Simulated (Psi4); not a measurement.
BaF₂, triplet, at the geometry of the source list (a higher spin typed on purpose: for a closed-shell molecule this is an excited state) (core potentials on Ba). Base run: M06-2X/def2-SV(P) (Psi4 1.11).

Input for Psi4:
```
memory 2 GB

molecule {
0 3
  Ba   -0.00000000   -0.00000000   -0.00000000
  F    -0.26440000    1.57390000   -1.38310000
  F     0.26440000   -1.57390000    1.38310000
}

set basis def2-sv(p)
set reference uks

energy('m06-2x')
print_variables()
```

Each row names what was changed in the base input (with any setting that the change needs).

| change | ΔE vs base (mEh) | SCF cycles | grid points | basis functions | outcome |
|---|---|---|---|---|---|
| base | 0.000 | 8 | 65508 | 58 | converged |
| d_convergence = 1e-4 | 0.000 | 7 | 65508 | 58 | converged |
| guess = sadno | 0.000 | 9 | 65508 | 58 | converged |
| scf_type = dfdirj+link | -0.184 | 8 | 65508 | 58 | converged |
| ints_tolerance = 1e-8 | 0.000 | 8 | 65508 | 58 | converged |
| dft_spherical_points = 974 | 0.365 | 8 | 211004 | 58 | converged |
| dft_radial_points = 150 | -2.158 | 8 | 130478 | 58 | converged |
| guess = sap | 0.000 | 13 | 65508 | 58 | converged |
| dft_radial_points = 35 | 3.993 | 8 | 30946 | 58 | converged |
| scf_type = cd | -0.567 | 8 | 65508 | 58 | converged |
| damping_percentage = 50 | 0.003 | 85 | 65508 | 58 | converged |
| e_convergence = 1e-8 | 0.000 | 9 | 65508 | 58 | converged |
| df_basis_scf = cc-pvqz-jkfit | - | - | - | 58 | input refused |

Open shells are given as the SCF converged; they aren't shown to be the lowest states, and a large step between rows can be another state.

- df_basis_scf = cc-pvqz-jkfit: ended with `psi4.driver.qcdb.exceptions.BasisSetNotFound: BasisSet::construct: Unable to find a basis set for atom 1 for key JKFIT among:`
